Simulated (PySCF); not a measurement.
Trend along the fifth-period p block: MBr molecules

PBE0 with double-zeta basis sets in PySCF, for the lowest determinant that a PBE0 search found; no spin–orbit coupling. De refers to high-spin ground-configuration atoms. A positive dipole means M(−)Br(+).

```csv
M,basis,state (unpaired electrons),Re (Å),ωe (cm⁻¹),De (eV),μ (D)
In,cc-pVDZ-PP,singlet (closed shell),2.586,218,4.10,-3.66
Sn,def2-SVP,doublet (π ↑),2.539,246,3.49,-2.61
Sb,def2-SVP,triplet (π ↑↑),2.512,261,2.74,-2.09
I,def2-SVP,singlet (closed shell),2.491,273,2.05,-0.85
```

The shortest bond is that of IBr (2.491 Å), the longest that of InBr (2.586 Å). InBr is bound most strongly (4.10 eV) and IBr least (2.05 eV).

The rows differ in basis set, which adds steps of its own.

The state changes along the series, so neighbouring rows are not always alike in their bonding.

These are scalar-relativistic numbers at best; spin–orbit coupling would shift them, the dissociation energy most. States were picked by a PBE0 search and need not be the measured ground states.
